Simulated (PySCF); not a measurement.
**Excitation energy of Ir+ by level of theory**

Ir+ [Xe] 4f14 5d7 6s1 (5F) → Ir+ [Xe] 4f14 5d6 6s1 6p1 (high-spin determinant), as a difference of total energies. All numbers are calculated (PySCF 2.14, the spin-free X2C one-electron Hamiltonian (Gaussian nucleus), in x2c-TZVPPall (11s7p7d3f1g, 97 functions)). Correlated levels: valence and next inner shell: [Kr] 4d10 4f14 frozen. The calculations carry no spin-orbit coupling.

```csv
method,excitation energy (eV)
UHF,5.231
MP2 (valence and next inner shell),6.374
SCS-MP2 (valence and next inner shell),6.536
CCSD (valence and next inner shell),6.253
CCSD(T) (valence and next inner shell),6.292
```

Q: How much does correlation contribute at CCSD(T) (valence and next inner shell)?

A: 6.292 − (5.231) = 1.061 eV, measured against UHF.

A first-order spin-orbit estimate (lowest level to lowest level, LS coupling) adds 0.619 eV.

The basis was made for the ground configuration and has no added diffuse functions, so the excitation energy can come out too high.

The determinant of the upper state mixes LS terms, which raises its energy above the lowest term, most at the Hartree-Fock and MP2 levels.
